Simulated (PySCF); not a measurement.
# Radial density of Zn¹²⁺ (zinc, charge +12)

UHF, [Ar], closed-shell 1S. Calculation: PySCF 2.14, in an even-tempered Gaussian basis (17 s from 0.81 bohr⁻², ratio 2.5; 11 p from 1.1 bohr⁻², ratio 2.5; 5 d from 7 bohr⁻², ratio 2.7; 4 f from 11 bohr⁻², ratio 2.7); no relativity, point nucleus.

| r (bohr) | 4πr²ρ (e/bohr) |
| --- | --- |
| 0.000933 | 0.1916 |
| 0.00157 | 0.5216 |
| 0.00264 | 1.384 |
| 0.00444 | 3.515 |
| 0.00747 | 8.296 |
| 0.0126 | 17.32 |
| 0.0211 | 29.51 |
| 0.0355 | 36.52 |
| 0.0598 | 31.47 |
| 0.101 | 33.30 |
| 0.169 | 41.60 |
| 0.285 | 18.88 |
| 0.479 | 16.19 |
| 0.805 | 8.309 |
| 1.35 | 0.2357 |
| 2.28 | 0.0002348 |
